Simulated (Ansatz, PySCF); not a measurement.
CH5AlS2, SMILES [CH3][Al]([SH])[SH].

The structure is a stationary point at B3LYP-D3(BJ)/def2-SVP. The structure was generated by enumeration; whether it is a known compound was not checked. The values are those of a single conformer.

Vertical ionisation energy (IE) and electron affinity (EA) in eV. Rows of orbital energies are one-electron estimates. Where ΔSCF, EOM or ADC give a negative EA the extra electron is unbound and the value depends on the basis.

| level | IE | EA |
|---|---|---|
| −ε(HOMO), −ε(LUMO), B3LYP/def2-TZVP (PySCF) | 7.25 | 0.75 |
| −ε(HOMO), −ε(LUMO), PBE/def2-TZVP (PySCF) | 6.31 | 1.33 |
| ΔSCF, CAM-B3LYP/def2-SVPD (Ansatz), final states of multiplicity 2 and 2 | 9.75 | -0.45 |
| ΔSCF, PBE/def2-SVPD (Ansatz), final states of multiplicity 2 and 2 | 9.20 | -0.22 |

### Question
What vertical singlet–triplet gap does ΔSCF give with CAM-B3LYP/def2-SVPD (Ansatz, a quantum-chemistry and plane-wave program) and with PBE/def2-SVPD (Ansatz)? (The exact figures need the calculation; the answer reports its results.)

### Answer
5.65 and 4.91 eV (triplet above singlet where positive).
